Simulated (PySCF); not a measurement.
Precursor series Zn Cl-OH. Isolated molecules, 0 K electronic values unless said otherwise. One relaxed conformer stands for each flexible species; it need not be the lowest.

All values below come from TPSSh-D3(BJ)/def2-TZVP // TPSS-D3(BJ)/def2-SVP (PySCF). All candidates: neutral, multiplicity 1. 

- LUMO = -2.16 eV
- HOMO = -8.39 eV
- HOMO–LUMO gap = 6.23 eV

**Question.** Which member has these values?
A) [Zn(Cl)(OH)]
B) [Zn(Cl)2]
C) [Zn(OH)2]

**Answer.** B, [Zn(Cl)2]. The others give [Zn(OH)2]: -1.49 eV, -7.45 eV, 5.97 eV; [Zn(Cl)(OH)]: -1.84 eV, -7.74 eV, 5.90 eV
